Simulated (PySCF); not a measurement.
C4H10S, charge +1, quartet, at a GFN2-xTB geometry of the parent state (a state made from the parent by changing its charge; the spin is typed, not shown lowest); TPSS/6-31G run with PySCF.

Input for PySCF:
```python
from pyscf import gto, scf, dft

mol = gto.M(
    atom='''
C     2.560674   -0.007758   -0.238388
C     1.106354    0.249564   -0.581266
S     0.038049   -0.224781    0.829016
C    -1.553893    0.475589    0.276743
C    -2.192962   -0.315920   -0.848776
H     2.850209    0.567661    0.637580
H     3.196552    0.277998   -1.074003
H     2.716776   -1.061996   -0.022780
H     0.930353    1.308383   -0.777189
H     0.803100   -0.338536   -1.448012
H    -1.375110    1.512437   -0.011201
H    -2.182656    0.457998    1.166380
H    -2.314895   -1.355578   -0.554183
H    -1.582153   -0.278953   -1.748084
H    -3.171995    0.098226   -1.082633
''',
    basis='6-31g',
    charge=1,
    spin=3,
    verbose=4,
)

mf = dft.UKS(mol)
mf.xc = 'tpss'
mf.kernel()
```

### Question
Write the output that PySCF gives for this input, abridged.

### Answer

```
PySCF version 2.14.0

[INPUT] verbose = 4
[INPUT] num. atoms = 15
[INPUT] num. electrons = 49
[INPUT] charge = 1
[INPUT] spin (= nelec alpha-beta = 2S) = 3
[INPUT] symmetry False subgroup None
[INPUT] Mole.unit = angstrom
[INPUT] Symbol           X                Y                Z      unit          X                Y                Z       unit  Magmom
[...]
nuclear repulsion = 236.155209683094
number of shells = 47
number of NR pGTOs = 174
number of NR cGTOs = 69
basis = 6-31g
ecp = {}

******** <class 'pyscf.dft.uks.UKS'> ********
method = UKS
initial guess = minao
damping factor = 0
level_shift factor = 0
DIIS = <class 'pyscf.scf.diis.CDIIS'>
diis_start_cycle = 1
diis_space = 8
diis_damp = 0
SCF conv_tol = 1e-09
SCF conv_tol_grad = None
SCF max_cycles = 50
direct_scf = True
direct_scf_tol = 1e-13
number electrons alpha = 26  beta = 23
XC library pyscf.dft.libxc version 7.1.2
    S. Lehtola, C. Steigemann, M. J. T. Oliveira, and M. A. L. Marques,  SoftwareX 7, 1–5 (2018)
XC functionals = tpss
    J. Tao, J. P. Perdew, V. N. Staroverov, and G. E. Scuseria,  Phys. Rev. Lett. 91, 146401 (2003)
    J. P. Perdew, J. Tao, V. N. Staroverov, and G. E. Scuseria,  J. Chem. Phys. 120, 6898 (2004)
    J. Tao, J. P. Perdew, V. N. Staroverov, and G. E. Scuseria,  Phys. Rev. Lett. 91, 146401 (2003)
    J. P. Perdew, J. Tao, V. N. Staroverov, and G. E. Scuseria,  J. Chem. Phys. 120, 6898 (2004)
radial grids:
    Treutler-Ahlrichs [JCP 102, 346 (1995); DOI:10.1063/1.469408] (M4) radial grids

becke partition: Becke, JCP 88, 2547 (1988); DOI:10.1063/1.454033
pruning grids: <function nwchem_prune>
grids dens level: 3
symmetrized grids: False
atomic radii adjust function: <function treutler_atomic_radii_adjust>
small_rho_cutoff = 0
Set gradient conv threshold to 3.16228e-05
tot grids = 173432
init E= -556.68574979847

cycle= 1 E= -555.942648599518  delta_E= 0.743  |g|= 0.359  |ddm|= 4.12

cycle= 2 E= -554.995458066277  delta_E= 0.947  |g|= 0.977  |ddm|= 2.21

cycle= 3 E= -555.938455583288  delta_E= -0.943  |g|= 0.32  |ddm|= 2.33

cycle= 4 E= -555.993918382952  delta_E= -0.0555  |g|= 0.216  |ddm|=    3

cycle= 5 E= -556.022571992861  delta_E= -0.0287  |g|= 0.0992  |ddm|= 2.01

cycle= 6 E= -556.028696515624  delta_E= -0.00612  |g|= 0.0391  |ddm|= 0.736

cycle= 7 E= -556.030111834867  delta_E= -0.00142  |g|= 0.01  |ddm|= 0.303

cycle= 8 E= -556.030155452942  delta_E= -4.36e-05  |g|= 0.00829  |ddm|= 0.0758

cycle= 9 E= -556.030213112745  delta_E= -5.77e-05  |g|= 0.00409  |ddm|= 0.0222

cycle= 10 E= -556.030227855785  delta_E= -1.47e-05  |g|= 0.0025  |ddm|= 0.0275

cycle= 11 E= -556.030233820776  delta_E= -5.96e-06  |g|= 0.0019  |ddm|= 0.0382

cycle= 12 E= -556.030238302848  delta_E= -4.48e-06  |g|= 0.000774  |ddm|= 0.0265

cycle= 13 E= -556.030239022312  delta_E= -7.19e-07  |g|= 0.000135  |ddm|= 0.0154

cycle= 14 E= -556.030239035198  delta_E= -1.29e-08  |g|= 6.76e-05  |ddm|= 0.00237

cycle= 15 E= -556.030239036285  delta_E= -1.09e-09  |g|= 6.66e-05  |ddm|= 0.000537

cycle= 16 E= -556.030239039632  delta_E= -3.35e-09  |g|= 2.47e-05  |ddm|= 0.000219

cycle= 17 E= -556.030239039897  delta_E= -2.65e-10  |g|= 1.82e-05  |ddm|= 0.000138

Extra cycle  E= -556.030239034944  delta_E= 4.95e-09  |g|= 7.83e-05  |ddm|= 0.000566
converged SCF energy = -556.030239034944  <S^2> = 3.7528671  2S+1 = 4.0014333
```
